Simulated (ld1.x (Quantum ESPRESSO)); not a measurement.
## tellurium: one change to a PAW potential, before and after

ld1.x (Quantum ESPRESSO) 7.5 input, shortened:

```
&input
   title='Te', zed=52., rel=1, dft='PZ', iswitch=3,
   config='[Kr] 4d10 5s2 5p3.5 5d-2'
 /
 &inputp
   pseudotype=3, lpaw=.true., tm=.true., lloc=-2, rcloc=1.75,
   nlcc=.false.,
   which_augfun='PSQ', rmatch_augfun_nc=.true.
 /
6
5S  1  0   2.00   0.00  1.85  2.00  0.0
5S  1  0   0.00  -0.20  1.85  2.00  0.0
5P  2  1   3.50   0.00  1.80  2.10  0.0
5P  2  1   0.00   1.70  1.80  2.10  0.0
5D  3  2  -2.00   0.15  1.40  1.55  0.0
5D  3  2  -2.00   1.55  1.40  1.55  0.0
 &test
   configts(1)='5s2 5p3.5'
 /
```

All-electron outer shells of the reference configuration (LDA (PZ), scalar-relativistic, ld1.x):

```json
{"shell": "4d", "level (eV)": "-46.04", "outermost node (bohr)": "0.36", "outermost maximum (bohr)": "0.81"}
{"shell": "5s", "level (eV)": "-19.41", "outermost node (bohr)": "0.91", "outermost maximum (bohr)": "1.77"}
{"shell": "5p", "level (eV)": "-9.87", "outermost node (bohr)": "1.00", "outermost maximum (bohr)": "2.11"}
```

Change: all radii but the core radius scaled by about 1.05 (s 2.10, p 2.20, d 1.62 bohr, rcut 1.94/1.90/1.48); local potential all-electron potential smoothed inside 1.84 bohr (lloc = -2).

Cutoffs: the cutoffs (Ry, on a coarse ladder) from which the occupation-weighted sum of valence levels, in a spherical-Bessel basis at the reference potential, stays within 10 and 1 mRy of its value at 400 Ry; they do not see the model core or the augmentation charge, which bear on the density cutoff. Errors are all-electron minus pseudo energies relative to the spin-unpolarised reference configuration.

**Question.** Predict the effect on cutoff, ghosts and configuration errors.

**Answer.** The potential gets softer (8 Ry and 18 Ry → 8 Ry and 15 Ry); both files keep a bound ghost (d); the number of tests with a reliable result goes from 9 to 4 (the test run of the changed file stopped, so its transferability is not established); the errors of the 4 common tests hardly move. A larger radius leaves more room for a smooth pseudo-wave, so fewer plane waves are needed.

| quantity | base | changed |
| --- | --- | --- |
| cutoff, loose | 8 Ry | 8 Ry |
| cutoff, tight | 18 Ry | 15 Ry |
| bound ghosts | d | d |
| tests with a reliable result | 9 of 9 | 4 of 9 (the test run stopped) |
| error for 5s2 5p4, meV [ΔE -3.98 eV] | +0.7 | +0.6 |
| error for 5s2 5p3, meV [ΔE 5.93 eV] | -2.7 | -2.8 |
| error for 5s2 5p2, meV [ΔE 24.10 eV] | -26 | -28 |
| error for 5s1 5p4, meV [ΔE 15.86 eV] | -17 | -17 |
| lowest overlap eigenvalue by channel | s 0.38, p 0.53, d 0.12 | s 0.36, p 0.54, d 0.02 |

 A true bound ghost makes a file unfit for plane-wave use even where its test errors are small: the radial tests pick states by their node count and pass the ghost by.
